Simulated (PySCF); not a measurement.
## Fe¹¹⁺ (iron, charge +11) across methods

[Ne] 3s2 3p3, high-spin 4S determinant. All numbers are calculated (PySCF 2.14, no relativity, point nucleus, in an uncontracted even-tempered set (17 s from 0.69 bohr⁻², ratio 2.5; 11 p from 0.9 bohr⁻², ratio 2.5; 5 d from 5 bohr⁻², ratio 2.7; 4 f from 7.5 bohr⁻², ratio 2.7)).

```tsv
method	E (hartree)	mean ε 3s α (eV)	mean ε 3s β (eV)	mean ε 3p α (eV)	Σ⟨r²⟩ (bohr²)	⟨S²⟩
PBE0	-1213.874	-353.00	-340.58	-317.00	3.528	3.750
r2SCAN	-1214.050	-349.95	-337.62	-314.44	3.530	3.750
LDA	-1211.503	-345.91	-337.69	-312.59	3.530	3.750
TPSSh	-1214.121	-350.40	-338.80	-314.98	3.528	3.750
PBE	-1213.812	-346.76	-337.49	-312.92	3.527	3.750
UHF	-1213.45745	-370.53	-347.72	-328.05	3.537	3.750
M06-L	-1214.100	-350.29	-337.67	-314.34	3.520	3.750
```
